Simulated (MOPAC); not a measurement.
MOPAC input (PM7):

```
PM7 PRECISE GNORM=0.05 LET XYZ UHF MS=0.5 GEO-OK AUX(PRECISION=9) THREADS=1
H7N2Si2

N     2.09548400 1    0.34716400 1    0.27637600 1
Si    0.95473100 1   -0.67173900 1   -0.53175600 1
Si   -1.18536800 1   -0.28050100 1    0.32972500 1
N    -1.52953100 1    1.37589200 1   -0.05418200 1
H     1.90188800 1    1.32804900 1    0.40593800 1
H     3.08418200 1    0.15273000 1    0.28142000 1
H     1.44934000 1   -2.06863200 1   -0.36282100 1
H    -2.11179000 1   -1.29133000 1   -0.25932100 1
H    -1.31073700 1   -0.38116600 1    1.80725200 1
H    -2.28939800 1    1.84742300 1    0.41307600 1
H    -1.45624000 1    1.68290200 1   -1.01247400 1
```

Output:

```
 *******************************************************************************
 **                                                                           **
 **                              MOPAC v23.2.5                                **
 **                                                                           **
 *******************************************************************************
 ** MOPAC's Digital Object Identifier: https://doi.org/10.5281/zenodo.6511958 **
 **                                                                           **
 ** Please cite the open-source release paper for use of this MOPAC version:  **
 ** J. E. Moussa and J. J. P. Stewart (2026)                                  **
 ** MOPAC: An open-source semiempirical molecular orbital program             **
 ** J. Open Source Softw., 11(119), 8025, https://doi.org/10.21105/joss.08025 **
 *******************************************************************************

                              PM7 CALCULATION RESULTS

 *******************************************************************************
 *  PM7        - The PM7 Hamiltonian to be used
 *  GEO-OK     - OVERRIDE INTERATOMIC DISTANCE AND OTHER SAFETY CHECKS
 *  UHF        - UNRESTRICTED HARTREE-FOCK CALCULATION
 *  MS=        - IN MECI, MAGNETIC COMPONENT OF SPIN =  0.5
 *  LET        - OVERRIDE SOME SAFETY CHECKS
 *  PRECISE    - TIGHTER CRITERIA TO BE USED
 *  XYZ        - CARTESIAN COORDINATE SYSTEM TO BE USED
 *  GNORM      - EXIT WHEN GRADIENT NORM DROPS BELOW 0.050
 *  AUX        - OUTPUT AUXILIARY INFORMATION
 *******************************************************************************
PM7 PRECISE GNORM=0.05 LET XYZ UHF MS=0.5 GEO-OK AUX(PRECISION=9) THREADS=1
 H7N2Si2

   ATOM   CHEMICAL          X               Y               Z
  NUMBER   SYMBOL      (ANGSTROMS)     (ANGSTROMS)     (ANGSTROMS)

     1       N          2.09548400  *   0.34716400  *   0.27637600  *
     2      Si          0.95473100  *  -0.67173900  *  -0.53175600  *
     3      Si         -1.18536800  *  -0.28050100  *   0.32972500  *
     4       N         -1.52953100  *   1.37589200  *  -0.05418200  *
     5       H          1.90188800  *   1.32804900  *   0.40593800  *
     6       H          3.08418200  *   0.15273000  *   0.28142000  *
     7       H          1.44934000  *  -2.06863200  *  -0.36282100  *
     8       H         -2.11179000  *  -1.29133000  *  -0.25932100  *
     9       H         -1.31073700  *  -0.38116600  *   1.80725200  *
    10       H         -2.28939800  *   1.84742300  *   0.41307600  *
    11       H         -1.45624000  *   1.68290200  *  -1.01247400  *

          CARTESIAN COORDINATES

    NO.       ATOM           X           Y           Z

     1         N          2.0955      0.3472      0.2764
     2        Si          0.9547     -0.6717     -0.5318
     3        Si         -1.1854     -0.2805      0.3297
     4         N         -1.5295      1.3759     -0.0542
     5         H          1.9019      1.3280      0.4059
     6         H          3.0842      0.1527      0.2814
     7         H          1.4493     -2.0686     -0.3628
     8         H         -2.1118     -1.2913     -0.2593
     9         H         -1.3107     -0.3812      1.8073
    10         H         -2.2894      1.8474      0.4131
    11         H         -1.4562      1.6829     -1.0125

 General Reference for PM7:
 "Optimization of Parameters for Semiempirical Methods VI: More Modifications to the
 NDDO Approximations and Re-optimization of Parameters", J. J. P. Stewart, J. Mol. Mod., 1:32, 19 (2013)
 https://link.springer.com/article/10.1007/s00894-012-1667-x

           Empirical Formula: H7 N2 Si2  =    11 atoms

      MOLECULAR POINT GROUP   :   C1

          UHF CALCULATION, NO. OF ALPHA ELECTRONS =   13
                           NO. OF BETA  ELECTRONS =   12

          Geometry optimization using EF

          DIAGONAL MATRIX USED AS START HESSIAN

 CYCLE:     1  GRAD.:    89.109 HEAT:  1.957502
 CYCLE:     2  GRAD.:   110.583 HEAT: -1.832457
 CYCLE:     3  GRAD.:    94.040 HEAT: -5.824839
 CYCLE:     4  GRAD.:    97.275 HEAT: -7.679354
 CYCLE:     5  GRAD.:   184.844 HEAT:-0.8993780
 CYCLE:     6  GRAD.:   105.356 HEAT: -6.302842
 CYCLE:     7  GRAD.:   119.786 HEAT: -6.947679
 CYCLE:     8  GRAD.:   115.899 HEAT: -6.922222
 CYCLE:     9  GRAD.:   104.044 HEAT: -6.906926
 CYCLE:    10  GRAD.:    83.100 HEAT: -8.499858
 CYCLE:    11  GRAD.:    40.626 HEAT: -11.88773
 CYCLE:    12  GRAD.:    45.107 HEAT: -11.86291
 CYCLE:    13  GRAD.:    45.131 HEAT: -12.14403
 CYCLE:    14  GRAD.:    52.292 HEAT: -11.46718
 CYCLE:    15  GRAD.:    22.355 HEAT: -12.82443
 CYCLE:    16  GRAD.:    32.111 HEAT: -12.47681
 CYCLE:    17  GRAD.:     9.304 HEAT: -13.11444
 CYCLE:    18  GRAD.:    14.208 HEAT: -13.09083
 CYCLE:    19  GRAD.:     5.465 HEAT: -13.21126
 CYCLE:    20  GRAD.:     5.385 HEAT: -13.25871
 CYCLE:    21  GRAD.:     4.030 HEAT: -13.32652
 CYCLE:    22  GRAD.:     9.273 HEAT: -13.42229
 CYCLE:    23  GRAD.:     3.258 HEAT: -13.47413
 CYCLE:    24  GRAD.:     1.549 HEAT: -13.48764
 CYCLE:    25  GRAD.:     3.101 HEAT: -13.51058
 CYCLE:    26  GRAD.:     3.681 HEAT: -13.52668
 CYCLE:    27  GRAD.:     1.269 HEAT: -13.54069
 CYCLE:    28  GRAD.:     0.728 HEAT: -13.54404
 CYCLE:    29  GRAD.:     1.043 HEAT: -13.54904
 CYCLE:    30  GRAD.:     0.882 HEAT: -13.55180
 CYCLE:    31  GRAD.:     0.328 HEAT: -13.55352
 CYCLE:    32  GRAD.:     0.254 HEAT: -13.55398
 CYCLE:    33  GRAD.:     0.259 HEAT: -13.55464
 CYCLE:    34  GRAD.:     0.295 HEAT: -13.55527
 CYCLE:    35  GRAD.:     0.326 HEAT: -13.55627
 CYCLE:    36  GRAD.:     0.318 HEAT: -13.55691
 CYCLE:    37  GRAD.:     0.297 HEAT: -13.55732
 CYCLE:    38  GRAD.:     0.273 HEAT: -13.55760
 CYCLE:    39  GRAD.:     0.175 HEAT: -13.55793
 CYCLE:    40  GRAD.:     0.106 HEAT: -13.55803
 CYCLE:    41  GRAD.:     0.095 HEAT: -13.55809
 CYCLE:    42  GRAD.:     0.054 HEAT: -13.55812
 CYCLE:    43  GRAD.:     0.045 HEAT: -13.55814

     GRADIENT =  0.04463 IS LESS THAN CUTOFF =  0.05000

 -------------------------------------------------------------------------------
 PM7 PRECISE GNORM=0.05 LET XYZ UHF MS=0.5 GEO-OK AUX(PRECISION=9) THREADS=1
 H7N2Si2

     GEOMETRY OPTIMISED USING EIGENVECTOR FOLLOWING (EF).
     SCF FIELD WAS ACHIEVED

                              PM7 CALCULATION
                                                       MOPAC v23.2.5 Linux

          FINAL HEAT OF FORMATION =        -13.55814 KCAL/MOL =     -56.72726 KJ/MOL

          COSMO AREA              =        134.71 SQUARE ANGSTROMS
          COSMO VOLUME            =        129.19 CUBIC ANGSTROMS

          GRADIENT NORM           =          0.04463          =       0.01346 PER ATOM
          IONIZATION POTENTIAL    =          8.317109 EV
          ALPHA SOMO LUMO (EV)    =         -8.317  1.156
          BETA  SOMO LUMO (EV)    =         -9.497 -0.690
          NO. OF ALPHA ELECTRONS  =         13
          NO. OF BETA  ELECTRONS  =         12
          MOLECULAR WEIGHT        =         91.2397         POINT GROUP:  C1

          MOLECULAR DIMENSIONS (Angstroms)

            Atom       Atom       Distance
            H    10    H     6     5.62331
            H     8    H     5     3.73037
            H    11    H     9     3.29713

          SCF CALCULATIONS        =         44

   ATOM   CHEMICAL          X               Y               Z
  NUMBER   SYMBOL      (ANGSTROMS)     (ANGSTROMS)     (ANGSTROMS)

     1       N          2.10802158  *   0.42170874  *   0.13606947  *
     2      Si          0.90028902  *  -0.76705141  *  -0.19762975  *
     3      Si         -1.15334929  *  -0.31405466  *   0.27771825  *
     4       N         -1.48076274  *   1.41973566  *  -0.04934020  *
     5       H          1.90820322  *   1.34495029  *   0.49470578  *
     6       H          3.09018639  *   0.30304142  *  -0.05002098  *
     7       H          1.38032892  *  -1.99940045  *  -0.77730603  *
     8       H         -2.05919048  *  -1.21041192  *  -0.45691693  *
     9       H         -1.44793362  *  -0.51958942  *   1.70092039  *
    10       H         -2.30615329  *   1.82581014  *   0.37690506  *
    11       H         -1.40836834  *   1.76449478  *  -0.99946688  *

                             CARTESIAN COORDINATES

   1    N        2.108021577     0.421708735     0.136069473
   2   Si        0.900289024    -0.767051414    -0.197629748
   3   Si       -1.153349293    -0.314054660     0.277718252
   4    N       -1.480762738     1.419735655    -0.049340202
   5    H        1.908203219     1.344950286     0.494705782
   6    H        3.090186386     0.303041423    -0.050020978
   7    H        1.380328922    -1.999400451    -0.777306027
   8    H       -2.059190484    -1.210411917    -0.456916932
   9    H       -1.447933620    -0.519589422     1.700920390
  10    H       -2.306153287     1.825810138     0.376905059
  11    H       -1.408368341     1.764494775    -0.999466878

           Empirical Formula: H7 N2 Si2  =    11 atoms

      MOLECULAR POINT GROUP   :   C1

          ALPHA EIGENVALUES
 -36.04076 -35.15203 -18.66019 -16.98262 -16.31409 -15.39832 -14.10412 -13.62378
 -12.55007 -11.52235 -11.27247  -9.51477  -8.31711   1.15606   1.22225   2.27511
   2.81868   4.73342   5.59428   6.52463   6.95127   7.13491   8.58819  19.52748
  20.51050  20.90254  21.08250  21.87380  22.57146  23.20173  23.42889  23.88293
  24.80066

           BETA EIGENVALUES
 -35.49103 -35.11223 -18.49571 -16.83308 -16.29195 -15.24217 -14.06195 -13.54282
 -12.47661 -11.23856  -9.93323  -9.49722  -0.68966   1.20668   1.32321   2.37792
   2.86833   4.90404   5.62362   6.70217   7.07225   7.14882   8.78701  19.72264
  20.57016  21.12515  21.22565  21.92833  22.62237  23.25275  23.48243  23.97041
  24.83223

              NET ATOMIC CHARGES AND DIPOLE CONTRIBUTIONS

  ATOM NO.   TYPE          CHARGE      No. of ELECS.   s-Pop       p-Pop       d-Pop
    1          N          -0.678773        5.6788     1.52458     4.15420
    2         Si           0.060463        3.9395     0.83084     2.96048     0.14822
    3         Si           0.116416        3.8836     0.87603     2.84071     0.16685
    4          N          -0.786842        5.7868     1.59504     4.19180
    5          H           0.297477        0.7025     0.70252
    6          H           0.288389        0.7116     0.71161
    7          H           0.056961        0.9430     0.94304
    8          H           0.042965        0.9570     0.95703
    9          H           0.061555        0.9384     0.93844
   10          H           0.270403        0.7296     0.72960
   11          H           0.270985        0.7290     0.72902
 DIPOLE           X         Y         Z       TOTAL
 POINT-CHG.     0.043    -1.080    -0.137     1.089
 HYBRID         0.081     1.891    -0.332     1.922
 SUM            0.125     0.811    -0.469     0.945

          ATOMIC ORBITAL ELECTRON POPULATIONS

     Atom    s        px        py        pz      x^2-y^2     xz        z^2       yz        xy
    1  N   1.52458   1.21816   1.28759   1.64845
    2 Si   0.83084   0.86023   0.90981   1.19044   0.04392   0.02551   0.01500   0.02372   0.04007
    3 Si   0.87603   1.08054   0.70476   1.05541   0.03840   0.01548   0.03457   0.03351   0.04488
    4  N   1.59504   1.51842   1.35280   1.32058
    5  H   0.70252
    6  H   0.71161
    7  H   0.94304
    8  H   0.95703
    9  H   0.93844
   10  H   0.72960
   11  H   0.72902

                    (SZ)    =    0.500000
                    (S**2)  =    0.751991

          ATOMIC ORBITAL SPIN POPULATIONS

    Atom   Total    s     px     py     pz   x^2-y^2  xz     z^2    yz     xy
         Atomic
    1  N  0.2823  0.012  0.016  0.041  0.214
    2 Si  0.7585  0.022  0.012  0.105  0.617  0.000  0.001 -0.000  0.001  0.000
    3 Si -0.0230 -0.004 -0.016 -0.000 -0.009  0.000  0.003  0.002  0.000  0.001
    4  N  0.0036  0.001 -0.000  0.003  0.000
    5  H -0.0116 -0.012
    6  H -0.0116 -0.012
    7  H -0.0142 -0.014
    8  H  0.0032  0.003
    9  H  0.0122  0.012
   10  H  0.0006  0.001
   11  H  0.0001  0.000

 **********************
 *                    *
 * JOB ENDED NORMALLY *
 *                    *
 **********************

 == MOPAC DONE ==
```

The geometry given is a B3LYP-D3(BJ)/def2-TZVP minimum.
